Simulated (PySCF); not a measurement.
Broadened absorption spectrum of C6H9N3

Compound: C6H9N3.
Cartesian coordinates in Å at the GFN2-xTB level; atoms count from 1:
```
atom  x, y, z in Å
C1    -2.076   -1.187   -0.851
C2    -1.492    0.101   -0.404
N3    -2.179    1.233   -0.358
N4    -1.322    2.129    0.083
N5    -0.113    1.673    0.333
C6    -0.174    0.380    0.036
C7     0.957   -0.539    0.162
C8     2.347   -0.039   -0.133
C9     1.952   -0.334    1.274
H10   -3.115   -1.035   -1.128
H11   -1.529   -1.574   -1.709
H12   -2.025   -1.925   -0.051
H13   -1.573    3.095    0.218
H14    0.721   -1.558   -0.119
H15    3.031   -0.707   -0.633
H16    2.442    0.997   -0.421
H17    1.780    0.504    1.932
H18    2.359   -1.209    1.758
```

Method used: TDDFT PBE0/def2-SVPD, vertical, gas phase, core orbitals frozen in the response in PySCF 2.14.0, density-fitted response routines.

Computed states:

```json
{"state": "S1", "E (eV)": "6.05", "f": "0.134"}
{"state": "S2", "E (eV)": "6.39", "f": "0.0000"}
{"state": "S3", "E (eV)": "6.70", "f": "0.0001"}
{"state": "S4", "E (eV)": "7.02", "f": "0.011"}
{"state": "S5", "E (eV)": "7.08", "f": "0.0010"}
{"state": "S6", "E (eV)": "7.11", "f": "0.075"}
```

Broadening: Gaussians 0.5 eV wide at half height, area fixed by f = 4.319×10⁻⁹ ∫ε dν̃. The width is an assumption, not a result. The curve ends short of the highest state used, and states not computed would add to its high-energy end.

Task: Give the broadened spectrum and its maxima.

Result: 
```json
{"λ (nm)": "190.6", "ε (L mol⁻¹ cm⁻¹)": "872"}
{"λ (nm)": "192.4", "ε (L mol⁻¹ cm⁻¹)": "1395"}
{"λ (nm)": "194.3", "ε (L mol⁻¹ cm⁻¹)": "2241"}
{"λ (nm)": "196.2", "ε (L mol⁻¹ cm⁻¹)": "3337"}
{"λ (nm)": "198.1", "ε (L mol⁻¹ cm⁻¹)": "4564"}
{"λ (nm)": "200.0", "ε (L mol⁻¹ cm⁻¹)": "5740"}
{"λ (nm)": "201.8", "ε (L mol⁻¹ cm⁻¹)": "6622"}
{"λ (nm)": "203.7", "ε (L mol⁻¹ cm⁻¹)": "7151"}
{"λ (nm)": "205.6", "ε (L mol⁻¹ cm⁻¹)": "7184"}
{"λ (nm)": "207.5", "ε (L mol⁻¹ cm⁻¹)": "6740"}
{"λ (nm)": "209.3", "ε (L mol⁻¹ cm⁻¹)": "5977"}
{"λ (nm)": "211.2", "ε (L mol⁻¹ cm⁻¹)": "4961"}
{"λ (nm)": "213.1", "ε (L mol⁻¹ cm⁻¹)": "3885"}
{"λ (nm)": "215.0", "ε (L mol⁻¹ cm⁻¹)": "2880"}
{"λ (nm)": "216.8", "ε (L mol⁻¹ cm⁻¹)": "2068"}
{"λ (nm)": "218.7", "ε (L mol⁻¹ cm⁻¹)": "1390"}
{"λ (nm)": "220.6", "ε (L mol⁻¹ cm⁻¹)": "891"}
{"λ (nm)": "222.5", "ε (L mol⁻¹ cm⁻¹)": "547"}
{"λ (nm)": "224.3", "ε (L mol⁻¹ cm⁻¹)": "332"}
{"λ (nm)": "226.2", "ε (L mol⁻¹ cm⁻¹)": "188"}
{"λ (nm)": "228.1", "ε (L mol⁻¹ cm⁻¹)": "103"}
{"λ (nm)": "230.0", "ε (L mol⁻¹ cm⁻¹)": "54"}
{"λ (nm)": "231.8", "ε (L mol⁻¹ cm⁻¹)": "29"}
{"λ (nm)": "233.7", "ε (L mol⁻¹ cm⁻¹)": "14"}
```

Maxima: 205 nm (6.05 eV), ε about 7200, made up of S1 (100%) (ε in L mol⁻¹ cm⁻¹; maxima over ε = 5, shares over 10%).

Task: Coming from long wavelengths, where does ε first pass 100 L mol⁻¹ cm⁻¹?

Result: At about 228 nm (5.43 eV), 0.62 eV below S1.

Task: What would ε be at 6.05 eV, the highest of these maxima, with half the width (0.25 eV)?

Result: About 14400 L mol⁻¹ cm⁻¹ against 7230, a factor of about 2.00; a lone state at its own centre would give exactly 2.

Task: Does any computed singlet lie in the visible range?

Result: No computed singlet lies in the visible range (380 to 750 nm); the lowest, at 205 nm, stands 2.79 eV above its violet end (3.26 eV).

Hardware: one thread, Arm Neoverse V1 (aarch64), shared host. Cost: 55 s wall, 1.1 GiB resident at most.

One conformer stands for the species.
